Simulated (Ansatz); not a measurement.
Coupled-cluster diagnostics for the cluster Li₅H₁₀⁻, Ansatz.

Geometry of the singlet (PBE-D4/def2-TZVPD):

```tsv
atom	x (Å)	y (Å)	z (Å)
Li1	0.778	-1.675	-1.573
Li2	-1.175	-1.798	1.127
Li3	-0.830	0.492	1.532
Li4	-1.220	-0.240	-0.895
Li5	1.172	0.617	-1.234
H6	2.479	1.978	-2.338
H7	-0.555	-2.202	-0.502
H8	-2.251	-0.320	0.606
H9	-1.533	1.724	3.193
H10	2.323	-0.777	-1.373
H11	2.752	1.269	-2.241
H12	-1.324	1.011	3.381
H13	0.042	1.063	0.079
H14	-0.542	-0.956	2.584
H15	-0.116	-0.186	-2.344
```

Correlated methods freeze no core orbitals; core or outer-core shells of Li are correlated, in sets that lack core-valence functions. In the singlet, H9 and H12 lie 0.77 Å apart, H6 and H11 lie 0.77 Å apart (atoms count from 1), so H2 has formed as a molecule. Another isomer (singlet) lies 0.13 eV lower at PBE0-D4/def2-TZVPD; other spin states weren't run for this one.

Q: Estimate the CCSD(T) correlation energy, the shares of MP2 and (T), T1 and the reference's ⟨S²⟩ for: charge -1, singlet, own geometry in def2-TZVPD; and the rough time on 4 threads of Arm Neoverse V2 on a shared host.

A: 
```tsv
state	basis	correlation (eV)	MP2 share (%)	(T) share (%)	T1	⟨S²⟩ (pure)	wall time
charge -1, singlet, own geometry	def2-TZVPD	-12.548	81.1	0.7	0.007	0.00 (0.00)	28 s
```
Customary marks for T1 are 0.02 (closed shells), 0.045 (open shells) and about 0.05 (3d metals). T1 stays under 0.02 throughout.
